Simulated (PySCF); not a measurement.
Isomers of C7H6, mass 90.047 u with the commonest isotopes. Method: PBE0-D3(BJ)/def2-SVP geometry optimisation, gas phase in PySCF. One conformer each, none proved a minimum here; rigid rotors.

Problem. Order these by radius of gyration √(Σ m r²/M), largest first.
A. fulvenallene (`C=C=C1C=CC=C1`)
B. `C=CC#CC#CC`
C. 1,3,5-norcaratriene (`C1=CC=C2CC2=C1`)
D. `C#CC#CC1CC1`
E. 5-ethynylcyclopentadiene, `C#CC1C=CC=C1`

Solution. B (2.705 Å), D (2.375 Å), A (1.908 Å), E (1.844 Å), C (1.659 Å).

Problem. Order these by out-of-plane moment Σ m c² = (Ia + Ib − Ic)/2, largest first.
A. `C#CC#CC1CC1`
B. `C#CC1C=CC=C1` (5-ethynylcyclopentadiene)
C. `C=CC#CC#CC`

Solution. A (15.77 u·Å²), B (13.89 u·Å²), C (1.60 u·Å²).

Problem. Order these by rotational constant A, largest first.
A. `C#CC#CC1CC1`
B. `C#CC1C=CC=C1` (5-ethynylcyclopentadiene)
C. 1,3,5-norcaratriene, `C1=CC=C2CC2=C1`
D. fulvenallene (`C1C(C=CC=1)=C=C`)
E. `C=CC#CC#CC`

Solution. E (30729 MHz), A (14214 MHz), D (8208 MHz), B (6844 MHz), C (5538 MHz).

| SMILES | point group | Ia (u·Å²) | Ib (u·Å²) | Ic (u·Å²) | κ | μa (D) | μb (D) | μc (D) |
| --- | --- | --- | --- | --- | --- | --- | --- | --- |
| C=CC#CC#CC | – | 16.45 | 643.82 | 657.07 | -1.00 | 0.76 | 0.17 | 0.00 |
| C=C=C1C=CC=C1 | C2v | 61.57 | 267.98 | 326.01 | -0.90 | 1.14 | 0.00 | 0.00 |
| C#CC1C=CC=C1 | Cs | 73.84 | 246.14 | 292.20 | -0.87 | 0.44 | 0.00 | 0.34 |
| C#CC#CC1CC1 | Cs | 35.55 | 488.20 | 492.21 | -1.00 | 1.57 | 0.00 | 0.10 |
| c1ccc2c(c1)C2 | C2v | 91.26 | 158.31 | 246.18 | -0.35 | 0.11 | 0.00 | 0.00 |
